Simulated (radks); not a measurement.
The numbers below are computed, except where a source is named.
The mean radii <r> (bohr) of the occupied orbitals of an atom or ion are listed with their occupations. Code: a radial shooting solver on a logarithmic mesh with Libxc functionals. Model: Dirac Kohn-Sham, PBEsol, spin-unpolarised, spherical densities, finite nucleus; Fermi nuclear charge, rms radius of each element as measured or else 0.836 A^(1/3) + 0.57 fm.

orbital  occ.      <r>
1s1/2       2  0.02508
2s1/2       2   0.1070
2p1/2       2  0.08993
2p3/2       4  0.09603
3s1/2       2   0.2850
3p1/2       2   0.2748
3p3/2       4   0.2868
3d3/2       4   0.2578
3d5/2       6   0.2616
4s1/2       2   0.6543
4p1/2       2   0.6747
4p3/2       4   0.7018
4d3/2       4   0.7622
4d5/2       6   0.7719
5s1/2       2    1.554
5p1/2       2    1.737
5p3/2       4    1.813
5d3/2       1    2.558

Name the element and its charge. Open shells, if any, fill j = l - 1/2 first.

Answer. Z = 57, lanthanum, charge +2: La2+ in [Xe] 5d1. The 1s radius gives Z: for a bare nucleus <r> = (2 gamma + 1)/(2Z) with gamma = sqrt(1 - (Z/c)^2), 0.02473 bohr for Z = 57, and screening makes it slightly larger (0.02508 here). The occupations add up to 55, and the charge is Z minus that.
